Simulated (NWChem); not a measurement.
# C3H7FSi; SMILES C=C(F)C[SiH3]

```xyz
12

C      0.7930     2.0568     0.3993
C      0.0883     1.0481    -0.1050
F     -1.2717     1.1111    -0.0810
C      0.5744    -0.2312    -0.6999
Si    -0.0538    -1.7871     0.2167
H      0.2995     2.9224     0.8263
H      1.8760     2.0302     0.3899
H      1.6693    -0.2401    -0.7095
H      0.2397    -0.3067    -1.7445
H      0.1713    -1.6437     1.6789
H     -1.4986    -2.0171    -0.0353
H      0.7067    -2.9678    -0.2770
```
Atoms are numbered in this order, from 1.

Program: NWChem. Pople sets run with spherical d functions. All runs use the structure optimised with B3LYP/6-31G* (spherical d).

For level B3LYP/6-31G*:

| Quantity | Result |
|---|---|
| highest occupied level (eV) | -6.69 |
| orbital gap (eV) | 7.20 |
| dipole (D) | 1.48 |

What are these values for level PBE/6-31G*?


| Item | Result |
|---|---|
| highest occupied level (eV) | -5.68 |
| orbital gap (eV) | 5.42 |
| dipole (D) | 1.37 |
